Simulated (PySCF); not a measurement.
C5H12ClNSi.
Cartesian coordinates in Å at the PBE0-D3(BJ)/def2-SVP level; atoms count from 1:
```xyz
20
C5H12ClNSi angstrom
C      0.7545   -2.4079   -4.9249
N      0.2375   -1.4835   -5.9090
Si     1.1060   -1.1247   -7.3456
Cl     0.5922   -2.3448   -8.9708
C     -1.1626   -1.1883   -5.7398
C     -2.2238   -2.2938   -5.9573
C     -3.1567   -1.1973   -6.5028
C     -1.9102   -0.3375   -6.7804
H      0.2524   -3.3926   -4.9673
H      0.6158   -2.0075   -3.9041
H      1.8312   -2.5739   -5.0734
H      2.5439   -1.3721   -7.0614
H      0.8509    0.2633   -7.8076
H     -1.3150   -0.7442   -4.7362
H     -2.5533   -2.8876   -5.0916
H     -1.8950   -2.9720   -6.7605
H     -3.8006   -1.4497   -7.3569
H     -3.7840   -0.7625   -5.7096
H     -1.9556    0.7508   -6.6279
H     -1.5392   -0.5358   -7.7990
```

Computed with PySCF, TDDFT CAM-B3LYP/def2-SVPD, vertical, gas phase, core orbitals frozen in the response.

Kohn–Sham orbitals with the atoms that hold most of them (Löwdin shares over 4%, at most four atoms; ? is withheld):

| orbital | ε (eV) | atoms |
| --- | --- | --- |
| LUMO+2 | 1.62 | C7 14%, H18 10%, Si3 10%, Cl4 10% |
| LUMO+1 | 1.33 | Cl4 34%, Si3 17%, H12 5%, H16 5% |
| LUMO | 1.18 | ? |
| HOMO | ? | ? |
| HOMO-1 | -10.03 | Cl4 65%, Si3 14%, H12 8%, H13 7% |
| HOMO-2 | -10.13 | Cl4 41%, C8 9%, C6 7%, Si3 7% |
| HOMO-3 | -10.49 | Cl4 23%, C6 15%, C8 14%, C7 13% |

Q: Which atoms hold the HOMO, and with what shares?

A: N2 (bonded to 2 C and Si) 50%; C1 (bonded to N and 3 H) 8%; C5 (bonded to 2 C, N and H) 8%; C6 (bonded to 2 C and 2 H) 8%. By element: nitrogen 50%, carbon 24% or more.

Q: Give the leading atoms of the LUMO.

A: Si3 (bonded to Cl, N and 2 H) 24%; C1 (bonded to N and 3 H) 11%; H12 (bonded to Si) 8%; H13 (bonded to Si) 8%. By element: silicon 24%, hydrogen 15% or more, carbon 11% or more.

Q: What is the HOMO energy, and the HOMO–LUMO gap?

A: ε(HOMO) = -8.06 eV; the gap is 9.23 eV (0.3393 hartree).

Q: The HOMO–LUMO gap is 9.23 eV. Where does the response calculation put the lowest singlet, and from which orbitals?

A: S1 is at 6.31 eV (f = 0.037), 2.92 eV below the gap, made of HOMO→LUMO (88%). 

Next come S2 at 6.65 eV (f 0.065), HOMO→LUMO+1 (47%), HOMO→LUMO+2 (33%), HOMO→LUMO+4 (11%); S3 at 6.91 eV (f 0.0081), HOMO→LUMO+1 (38%), HOMO→LUMO+4 (19%), HOMO→LUMO+2 (17%); S4 at 7.15 eV (f 0.0098), HOMO→LUMO+3 (52%), HOMO→LUMO+5 (17%), HOMO→LUMO+4 (12%); S5 at 7.17 eV (f 0.0055), HOMO→LUMO+3 (29%), HOMO→LUMO+4 (25%), HOMO→LUMO+2 (14%).

Löwdin shares depend on the basis, the more so with diffuse functions.

One conformer stands for the species.
